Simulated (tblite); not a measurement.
C2H13BSi4.
Numbering: `[CH3:1][B:2]([CH3:3])[SiH:4]1[SiH2:5][SiH2:6][SiH2:7]1` (hydrogens: H8, H9, H10 on C1; H11, H12, H13 on C3; H14 on Si4; H15, H16 on Si5; H17, H18 on Si6; H19, H20 on Si7)

Cartesian coordinates in Å at the GFN2-xTB level; atoms count from 1:
```xyz
20
C2H13BSi4 angstrom
C      2.6624    1.3880    0.8243
B      1.4896    0.6446    0.0743
C      1.6484    0.3371   -1.4670
Si    -0.1485    0.0964    0.9654
Si    -0.9153   -2.1211    0.5571
Si    -2.9019   -1.2969   -0.3845
Si    -2.1777    0.9005    0.0149
H      2.7978    1.0556    1.8530
H      2.4120    2.4496    0.8876
H      3.6254    1.3285    0.3189
H      2.1191   -0.6431   -1.5732
H      0.7044    0.2800   -2.0092
H      2.2950    1.0398   -1.9915
H     -0.1506    0.3579    2.4269
H     -0.0711   -2.9108   -0.3549
H     -1.0477   -3.0208    1.7110
H     -3.1411   -1.6547   -1.7906
H     -4.1600   -1.6992    0.2592
H     -2.0060    1.7392   -1.1823
H     -3.0393    1.7399    0.8575
```

Calculated harmonic vibrations of the isolated species, GFN2-xTB (tblite), most abundant isotopes, no scaling. Against measured fundamentals such values can be off by several per cent, at times by over 20. Modes of hydrogen on silicon can be 10 to 20 % off. One conformer, not necessarily the lowest.

Harmonic wavenumbers (cm⁻¹): 28.5, 34.1, 56.6, 65.7, 91.5, 94.3, 190.2, 253.3, 273.8, 282.6, 290.6, 307.5, 354.3, 358.4, 374.8, 394.3, 412.3, 422.0, 435.6, 470.7, 481.9, 563.0, 576.9, 595.9, 608.5, 623.0, 701.1, 823.7, 832.4, 842.5, 845.1, 857.6, 872.1, 1101.9, 1118.9, 1387.6, 1393.8, 1484.8, 1488.7, 1498.1, 1504.2, 2034.8, 2136.7, 2141.9, 2157.7, 2173.0, 2176.0, 2181.1, 2972.3, 2975.2, 2999.0, 3007.3, 3013.4, 3014.6.

A = 1803, B = 705.8, C = 628.0 MHz; mass 160.019 u (most abundant isotopes); point group C1, symmetry number 1.

Question: What is the zero-point energy?

Answer: ½Σν̃ = 29188 cm⁻¹ = 349.17 kJ/mol.

Question: Entropy at 500 K, 1 bar (ideal gas, RRHO, classical rotation)?

Answer: Translation 182.90, rotation 133.54, vibration 324.74: S = 641.2 J/(mol K).

Question: And Cp and H(500 K) − H(0)?

Answer: Cp = 293.53 J/(mol K), of which vibrations give 260.27 (their classical limit is 54 R = 449.0); H(500 K) − H(0) = 93.77 kJ/mol without the zero-point energy, 77.15 from vibrations.

Question: What must be added to the electronic energy to get the Gibbs energy at 500 K and 1 bar?

Answer: ZPE + [H(500 K) − H(0)] − T·S = 349.17 + 93.77 − 320.59 = 122.35 kJ/mol.

Question: Which modes carry the vibrational entropy at 500 K?

Answer: 28.5 cm⁻¹: 29.11; 34.1 cm⁻¹: 27.62; 56.6 cm⁻¹: 23.41; 65.7 cm⁻¹: 22.18; 91.5 cm⁻¹: 19.43; 94.3 cm⁻¹: 19.18 J/(mol K); the other 48 give 183.80 together.

Question: How do the functions run with temperature in this model?

Answer: 
```csv
T (K),S (J/(mol K)),Cp (J/(mol K)),H − H(0) (kJ/mol),G − H(0) (kJ/mol),ln q(vib)
50,273.0,73.2,2.66,-10.99,1.58
100,332.9,104.8,7.08,-26.22,3.91
298.15,507.2,225.1,40.87,-110.35,12.52
373.15,561.0,254.6,58.89,-150.44,15.60
750,771.3,348.1,174.45,-404.01,29.11
1000,876.8,385.1,266.39,-610.43,36.59
```

q(vib) and H(0) count from the zero-point level.

Question: Blend soft modes into free rotors: weight 1/[1 + (100 cm⁻¹/ν̃)⁴] for the oscillator and the rest for a rotor with moment μB/(μ + B), μ = h/(8π²ν), B = 10⁻⁴⁴ kg m². What vibrational entropy results?

Answer: 288.64 J/(mol K) in place of 324.74, which changes −T·S at 500 K by +18.05 kJ/mol.

Hindered rotation and anharmonicity are outside this model. Other conformers, if any are populated, would add a mixing term that is left out. The structure is chiral; the term R ln 2 for an equal mix with its mirror image is left out.
